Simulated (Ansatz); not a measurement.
One change: `[SiH3][O][Mg][Cl]` becomes `[CH3][Mg][O][SiH3]`.

Ansatz, PBE0-D4/def2-TZVP geometries, multiplicity 1. Each molecule was computed in one conformer, which needn't be the lowest.

```csv
property,`[SiH3][O][Mg][Cl]`
HOMO energy (PBE/def2-TZVPP) / eV,-6.88
HOMO–LUMO gap (PBE0/def2-TZVPP) / eV,6.60
HOMO–LUMO gap (ωB97M-V/def2-TZVPP) / eV,10.26
LUMO energy (PBE0/def2-TZVPP) / eV,-1.70
size of the dipole moment (B3LYP/def2-TZVPP) / D,0.10
LUMO energy (PBE/def2-TZVPP) / eV,-2.45
```

(1) What does the change do to each property? (An estimate is asked.)

Answers

(1) Computed: 
```csv
property,`[CH3][Mg][O][SiH3]`,shift
HOMO energy (PBE/def2-TZVPP) / eV,-6.39,0.49
HOMO–LUMO gap (PBE0/def2-TZVPP) / eV,6.51,-0.09
HOMO–LUMO gap (ωB97M-V/def2-TZVPP) / eV,9.96,-0.30
LUMO energy (PBE0/def2-TZVPP) / eV,-1.03,0.67
size of the dipole moment (B3LYP/def2-TZVPP) / D,2.11,2.01
LUMO energy (PBE/def2-TZVPP) / eV,-1.75,0.70
```

With PBE0 the HOMO rises by 0.76 eV and the LUMO rises by 0.67 eV, so the gap narrows by about 0.09 eV. PBE moves the HOMO by 0.49 eV and ωB97M-V by 0.82 eV. Dipoles are sizes alone; their direction can turn.

B3LYP here is the variant with VWN-RPA as its local correlation; programs differ in this.
